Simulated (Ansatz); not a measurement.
CH5FSSi, SMILES `FC[SiH2]S`, 9 atoms. The species carries charge 0 and has multiplicity 1. All runs use 2 threads of an Arm Neoverse V2 on a shared host. Correlated methods freeze the cores.

Q: Give the basis size and wall time and peak host memory of each of these runs in Ansatz. RKS PBE0-D4/def2-QZVPP energy; RKS revPBE-D4/def2-TZVPP energy; RKS r2SCAN-D4/def2-TZVPP energy and forces; RKS CAM-B3LYP-D4/def2-TZVPP energy; RKS PBE0-D4/def2-TZVP relaxation (8 steps); RHF-MP2/def2-QZVPP energy; RKS PBE0-D4/def2-SVP energy; RKS PBE0-D4/def2-TZVP frequencies; RKS ωB97M-V/def2-QZVPP energy; RKS B2PLYP (frozen core)/def2-TZVPP energy; direct RPA on PBE orbitals/def2-TZVPP energy; RHF-CCSD(T)/def2-TZVPP energy. (Best estimate.)

A: Computed: Other jobs shared the machine, so times are rough.

```json
{"level": "RKS PBE0-D4/def2-SVP", "job": "energy", "functions": "89", "wall time": "1.1 s", "peak host memory (GiB)": "0.16"}
{"level": "RKS revPBE-D4/def2-TZVPP", "job": "energy", "functions": "216", "wall time": "2.2 s", "peak host memory (GiB)": "0.25"}
{"level": "RKS CAM-B3LYP-D4/def2-TZVPP", "job": "energy", "functions": "216", "wall time": "3.5 s", "peak host memory (GiB)": "0.52"}
{"level": "direct RPA on PBE orbitals/def2-TZVPP", "job": "energy", "functions": "216", "wall time": "4.8 s", "peak host memory (GiB)": "0.41"}
{"level": "RKS B2PLYP (frozen core)/def2-TZVPP", "job": "energy", "functions": "216", "wall time": "5.5 s", "peak host memory (GiB)": "0.48"}
{"level": "RKS r2SCAN-D4/def2-TZVPP", "job": "energy and forces", "functions": "216", "wall time": "5.5 s", "peak host memory (GiB)": "0.28"}
{"level": "RKS PBE0-D4/def2-QZVPP", "job": "energy", "functions": "404", "wall time": "9 s", "peak host memory (GiB)": "1.1"}
{"level": "RHF-MP2/def2-QZVPP", "job": "energy", "functions": "404", "wall time": "19 s", "peak host memory (GiB)": "1.9"}
{"level": "RKS ωB97M-V/def2-QZVPP", "job": "energy", "functions": "404", "wall time": "21 s", "peak host memory (GiB)": "1.4"}
{"level": "RKS PBE0-D4/def2-TZVP", "job": "relaxation (8 steps)", "functions": "166", "wall time": "29 s", "peak host memory (GiB)": "0.36"}
{"level": "RHF-CCSD(T)/def2-TZVPP", "job": "energy", "functions": "216", "wall time": "84 s", "peak host memory (GiB)": "3"}
{"level": "RKS PBE0-D4/def2-TZVP", "job": "frequencies", "functions": "166", "wall time": "110 s", "peak host memory (GiB)": "0.36"}
```
